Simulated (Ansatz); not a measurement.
C2H6N, charge -1, singlet, at a GFN2-xTB geometry (a gas-phase anion, which may not be bound at this level); Ansatz (a quantum-chemistry and plane-wave program) with MP2/6-311+G(2d,p).

The Ansatz input:
Ansatz 0.2 input:
```yaml
crystal:
  periodic: [false, false, false]
  atoms:
    - {symbol: C, position_ang: [1.34206891, -0.30342750, -0.00661096]}
    - {symbol: C, position_ang: [0.14876589, 0.55092354, -0.00453656]}
    - {symbol: N, position_ang: [-1.30721820, -0.07433856, 0.00884616]}
    - {symbol: H, position_ang: [1.32777328, -0.97632740, 0.89192972]}
    - {symbol: H, position_ang: [1.31633528, -0.98796197, -0.89606266]}
    - {symbol: H, position_ang: [0.10851373, 1.19267402, -0.89918986]}
    - {symbol: H, position_ang: [0.11990906, 1.20426517, 0.88213160]}
    - {symbol: H, position_ang: [-1.32833243, -0.69336521, 0.82186557]}
    - {symbol: H, position_ang: [-1.33868028, -0.70389088, -0.79571234]}
basis:
  gaussian:
    orbitals: 6-311+G_2d_p_.json
total_charge: -1
magnetization: {spin_polarized: false}
correlation: {method: mp2}
```
The basis file holds 6-311+G(2d,p) in the JSON format of the Basis Set Exchange.

### Question
Predict the main parts of the log of this Ansatz run.

### Answer

```
Functional definition: HF
999 factors; integrals over basis functions are off by at most 1.0e-3 eV
mean field evaluation 1: about -3633.4392 eV, gradient 2.6e1 eV
mean field evaluation 2: about -3633.4397 eV, gradient 2.6e1 eV
mean field evaluation 4: about -3635.6217 eV, gradient 3.6e0 eV
mean field evaluation 8: about -3635.6750 eV, gradient 2.7e-3 eV
mean field -3635.67497193 eV, -133.6085908693 hartree, gradient 3.1e-6 eV, S^2 0.000000; 0 other end points of the search recorded, 0 dependent functions left out
3 core orbitals not correlated
reference -3635.67497193 eV, -133.6085908693 hartree; 10, 10 occupied and 104, 104 virtual orbitals, 999 factors
second order -14.79372386 eV of doubles, -0.00000000 eV of singles
Total energy: -3650.46869578 eV, -134.1522501935 hartree
```
